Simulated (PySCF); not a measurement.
From one molecule to another.

First species: C₅H₈F₃NSi.
SMILES: `C1CCC=1[Si@@H](N)C(F)(F)F`

Second species: C₅H₈F₃NSi.
Numbering: `[CH2:1]=[C:2]([SiH3:3])/[CH:4]=[N:5]\[CH2:6][C:7]([F:8])([F:9])[F:10]` (hydrogens: H11, H12 on C1; H13, H14, H15 on Si3; H16 on C4; H17, H18 on C6)

Levels: PBE0/pcSseg-1 for dipole moment, HOMO energy, LUMO energy and HOMO–LUMO gap; GFN2-xTB for rotational constant A and rotational constant C. Geometries: GFN2-xTB. Each structure is a single optimised conformer of the isolated species, non-relativistic unless stated. Electronic properties by PySCF.

Dipoles, sizes and rotational constants follow the conformer. The torsions of the flexible species, by atom-mapped SMILES:
- `[NH2:1][Si@H:2]([C:3]1=[CH:4][CH2:5][CH2:6]1)[C:7]([F:8])([F:9])[F:10]`: N1–Si2–C3–C4 49°, N1–Si2–C7–F8 180°, H–N1–Si2–C3 84°, H–N1–Si2–C3 -64°
- `[CH2:1]=[C:2]([SiH3:3])/[CH:4]=[N:5]\[CH2:6][C:7]([F:8])([F:9])[F:10]`: C1–C2–C4–N5 69°, C4–N5–C6–C7 113°, N5–C6–C7–F8 58°

Values for the first species:

* Dipole moment: 3.60 D
* HOMO energy: -7.42 eV
* LUMO energy: -0.53 eV
* HOMO–LUMO gap: 6.89 eV
* Rotational constant A: 1.814 GHz
* Rotational constant C: 0.632 GHz

**Question.** Estimate the same properties for the second species, and the change in each.

**Answer.** 
```csv
property,first,second,second less first
dipole moment,3.60 D,3.49 D,-0.11 D
HOMO energy,-7.42 eV,-7.52 eV,-0.10 eV
LUMO energy,-0.53 eV,-1.21 eV,-0.68 eV
HOMO–LUMO gap,6.89 eV,6.31 eV,-0.58 eV
rotational constant A,1.814 GHz,1.922 GHz,+0.108 GHz
rotational constant C,0.632 GHz,0.574 GHz,-0.058 GHz
```

On the first: The dipole matches unit charges of opposite sign 0.75 Å apart (1 e·Å = 4.8032 D).

On the second: The dipole equals about 11.6 × 10⁻³⁰ C·m (1 D = 3.33564 × 10⁻³⁰ C·m). A dipole of 3.49 D is allowed in C1, and pure rotational transitions are dipole-allowed.
